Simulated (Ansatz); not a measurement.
Relaxation of AlBrH$_{4}$ (6 atoms, charge 0, multiplicity 1), to a largest force component of 0.03 eV/Å in at most 50 steps.

The calculation used RKS PBE0-D4/def2-SVP (Ansatz).

```xyz
6
Properties=species:S:1:pos:R:3
Al 0.025 -0.553 -0.365
H 0.003 0.141 2.301
H 1.413 0.136 -0.649
H -1.397 0.067 -0.635
Br 0.084 -2.774 0.463
H 0.027 -0.548 2.089
```

Q: Where does it end, and by what steps?

A: The forces met the threshold. After 7 steps the energy has fallen by 0.179 eV; H2 moved furthest, 0.41 Å.

| step | energy less start (eV) | largest force component (eV/Å) | accepted |
| --- | --- | --- | --- |
| 0 | 0.0000 | 1.749 | yes |
| 1 | -0.1000 | 1.472 | yes |
| 2 | -0.1432 | 0.698 | yes |
| 3 | -0.1601 | 0.457 | yes |
| 4 | -0.1707 | 0.158 | yes |
| 5 | -0.1785 | 0.161 | yes |
| 6 | -0.1793 | 0.040 | yes |
| 7 | -0.1794 | 0.005 | yes |

```xyz
6
Properties=species:S:1:pos:R:3
Al 0.026 -0.617 -0.173
H 0.003 0.268 1.909
H 1.404 0.114 -0.422
H -1.389 0.042 -0.417
Br 0.084 -2.853 0.250
H 0.028 -0.485 2.058
```

Whether the end is a true minimum wasn't checked by a vibrational analysis.

Time of the run: 18 s on 1 thread of Arm Neoverse V1, on a shared host, peak memory 0.13 GiB.
